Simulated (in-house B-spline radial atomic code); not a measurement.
RPA and G0W0 on PBE0: the iron ion Fe³⁺

Configuration [Ar] 3d5, highest spin, mean-field start PBE0. Computed with an all-electron radial atomic-structure program (B-spline basis): all electrons, scalar-relativistic (spin-free one-electron X2C), finite nucleus, each spin shell either full or empty, empty states to l = 9 with an (l + 1/2)⁻⁴ tail; G0W0 by contour deformation at full frequency.

Command:
```bash
python run_gw.py task.json out
```
Settings (radii: box in bohr, nucleus in fm):
```
Z                        26
electrons                23
configuration            [Ar] 3d5
hamiltonian              x2c
method                   pbe0
lmax                     9
rms_radius               3.7377
spin_polarised           True
box_radius               14.14
intervals                69
```

Cost of the run: 3.1 s on 1 thread of Arm Neoverse V1, with other jobs on the host.

Energies (hartree):

```csv
term,value
mean-field total,-1270.39925
Hartree-Fock functional on these orbitals,-1269.52780
direct second order,-1.7448
second-order exchange,0.57386
SOSEX correction,0.52869
```

Problem. What is the RPA correlation energy, and what remains with SOSEX?

Solution. RPA gives -1.5351 hartree (-1.82 eV per electron); RPA + SOSEX gives -1.0064, and the second-order doubles -1.1709 hartree (no singles). SOSEX takes back 34 % of the RPA value.

Quasi-particle levels (eV):

| level | occupied | mean field | Σx - vxc | Σc | QP weight | G0W0 |
| --- | --- | --- | --- | --- | --- | --- |
| 3d up | yes | -48.11 | -8.19 | ? | ? | ? |
| 3p down | yes | -96.17 | -8.21 | 1.25 | 0.924 | -103.14 |
| 3d down | no | -36.35 | 10.55 | -5.13 | 0.944 | -30.93 |

G0W0 = mean field + (Σx - vxc) + Σc, with Σc (partial-wave tail included) taken at the quasi-particle energy. Only the outer levels were computed. Levels of low weight are left out.

Problem. Where does G0W0 put 3d up?

Solution. At -55.00 eV, with Σc = 1.31 eV and a quasi-particle weight of 0.938. The tabulated removal energy is 54.91 ± 0.04 eV (NIST, measured); the calculation leaves out spin-orbit coupling, Breit and QED terms, and what these don't explain is the method's own error.
